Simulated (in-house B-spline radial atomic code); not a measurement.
Orbital energies and mean radii along the 6-electron series, configuration [He] 2s2 2p2. The effective charge is n√(-2ε), a non-relativistic measure. Computed with a radial B-spline atomic code at the basis-set limit: non-relativistic Hartree-Fock, average of the configuration, point nuclei.

This level leaves out relativity, spin-orbit splitting included, which matters for heavy ions.

| ion | Z | energy of 2s (Eh) | mean radius of 2s (bohr) | energy of 2p (Eh) | mean radius of 2p (bohr) | energy of 1s (Eh) | mean radius of 1s (bohr) | effective charge of 2s |
| --- | --- | --- | --- | --- | --- | --- | --- | --- |
| W68+ | 74 | -623.28 | 0.083461 | -616.52 | 0.070145 | -2629.7 | 0.020406 | 70.613 |
| Re69+ | 75 | ? | ? | ? | ? | ? | ? | ? |
| Os70+ | 76 | ? | ? | ? | ? | ? | ? | ? |
| Ir71+ | 77 | -677.37 | 0.080117 | -670.33 | 0.067311 | -2851.73 | 0.019606 | 73.614 |
| Pt72+ | 78 | -695.91 | 0.079061 | -688.76 | 0.066417 | -2927.73 | 0.019353 | 74.614 |

Task: Fill in the row of Re69+.

Result: energy of 2s (Eh): -641.06; mean radius of 2s (bohr): 0.082316; energy of 2p (Eh): -634.2; mean radius of 2p (bohr): 0.069174; energy of 1s (Eh): -2702.71; mean radius of 1s (bohr): 0.020132; effective charge of 2s: 71.613.

Task: Fill in the row of Os70+.

Result: energy of 2s (Eh): -659.09; mean radius of 2s (bohr): 0.081202; energy of 2p (Eh): -652.14; mean radius of 2p (bohr): 0.06823; energy of 1s (Eh): -2776.72; mean radius of 1s (bohr): 0.019865; effective charge of 2s: 72.614.

Task: How does the screening of 2s change?

Result: Z less the effective charge goes from 3.39 at Z = 74 to 3.39 at Z = 78.
